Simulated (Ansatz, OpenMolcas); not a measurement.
## Calibrating B3LYP/6-31G* (spherical functions) on Si-containing radicals

The atomisation energy (no zero-point term) in kJ/mol of 7 Si-containing radicals: x at B3LYP/6-31G* (spherical functions), y at CCSD(T)/CBS estimate. Shapes, held fixed at every level: PBE0-D4/def2-TZVP. Flexible molecules stand in one conformer, not always the lowest. Programs: Ansatz 0.2.0, OpenMolcas 26.06.

```
                       molecule  x (kJ/mol)  y (kJ/mol)
                      SiH2(CH3)        2206        2224
C2HCl2Si (SMILES C#C[Si](Cl)Cl)        2239        2329
                  SiH(OH)(SiH3)        2334           ?
                      SiH(NH2)2        2506        2592
   C2H4ClSi (SMILES C=C[SiH]Cl)        2855        2901
                      Si(CH2)F3        2887        2973
                       Si(OH)3O        3051        3245
```

Question: Fit y = c + s·x to the known rows and predict y for SiH(OH)(SiH3).

Answer: 
1. Means of the 6 rows: x = 2624.00, y = 2710.7.
2. Σ(Δx)² = 641732, Σ(Δx·Δy) = 705492, so the slope is 705492/641732 = 1.0994.
3. Intercept: 2710.7 − (1.0994) × 2624.00 = -174.1. The largest residual of the fit is 65.
4. SiH(OH)(SiH3): -174.1 + 1.0994 × 2334 = 2392 kJ/mol.

CCSD(T)/CBS estimate gives 2423 kJ/mol, so the prediction is off by -31 kJ/mol, within the largest residual. Uncorrected, B3LYP/6-31G* (spherical functions) misses SiH(OH)(SiH3) by -89 kJ/mol, and the other rows by 87 on average. The line removes about 65 % of this miss. Left out in turn, the other rows are missed by 62 kJ/mol on average. Spin contamination: C2HCl2Si (⟨S²⟩ up to 0.80), C2H4ClSi (⟨S²⟩ up to 0.87). Open shells run unrestricted. The CBS estimate extrapolates MP2 from def2-TZVPP and def2-QZVPP and adds CCSD(T) − MP2 in the triple-zeta set, cores frozen.
